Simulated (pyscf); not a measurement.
# `[CH3][GeH2]`, doublet

Gas-phase minimum from PySCF at ωB97X-D3(BJ)/def2-SVP, one conformer. Other isomers of H₃C–GeH₂• were not searched in full and may lie lower. 

```xyz
7

C     -1.2618    -0.6718    -0.3000
Ge     0.0320     0.7796    -0.5421
H     -0.8571    -1.6189    -0.6856
H     -2.1993    -0.4463    -0.8289
H     -1.4846    -0.7958     0.7723
H     -0.5351     2.1190    -0.0183
H      1.3596     0.4637     0.1844
```
Charge 0, spin multiplicity 2.

Bonds (Å): C1–Ge2 1.959, C1–H3 1.100, C1–H4 1.100, C1–H5 1.102, Ge2–H6 1.546, Ge2–H7 1.546. Bond angles (°): Ge2–C1–H3 110.6, Ge2–C1–H4 110.6, Ge2–C1–H5 109.7, H3–C1–H4 108.8, H3–C1–H5 108.6, H4–C1–H5 108.6, C1–Ge2–H6 111.0, C1–Ge2–H7 111.0, H6–Ge2–H7 109.4.

Properties at ωB97X-D3(BJ)/def2-SVP:

- Harmonic wavenumbers, unscaled: 158, 509, 551, 610, 822, 866, 875, 1266, 1441, 1446, 2121, 2139, 3072, 3175, 3194 cm⁻¹
- Zero-point energy: 31.8 kcal/mol
- Rotational symmetry number: 1
- Entropy of this conformer at 298 K and 1 atm, rigid rotor and harmonic oscillator, modes under 100 cm⁻¹ raised to 100: 281.0 J/(mol K)
- Dipole moment: 0.78 D
- Spin expectation value S2: 0.751

Single-point totals, which compare only within one level (frozen core for MP2 and CC):

```csv
level,total energy (hartree)
ωB97X-D3(BJ)/def2-TZVP,-2118.06551
PBE/def2-TZVP,-2117.70223
r²SCAN/def2-TZVP,-2118.04758
B3LYP-D3(BJ)/def2-TZVP,-2118.14406
PBE0-D3(BJ)/def2-TZVP,-2117.77158
M06-2X/def2-TZVP,-2118.06004
ωB97M-D3(BJ)/def2-TZVP,-2118.11080
UHF/def2-TZVPP,-2116.12619
MP2/def2-TZVPP,-2116.55274
CCSD/def2-TZVPP,-2116.57843
CCSD(T)/def2-TZVPP,-2116.59411
```

Soft torsions are taken as harmonic, which can shift the entropy by several J/(mol K). The CCSD(T) − MP2 part came from Ansatz, without density fitting, on the same reference. The frozen core leaves the outer d or s,p core shells of the metals and heavy elements correlated in the MP2 and CC values, and def2-TZVPP describes them poorly, so these totals are far from the basis limit. Elements up to Kr have no core potential and no relativistic terms here.
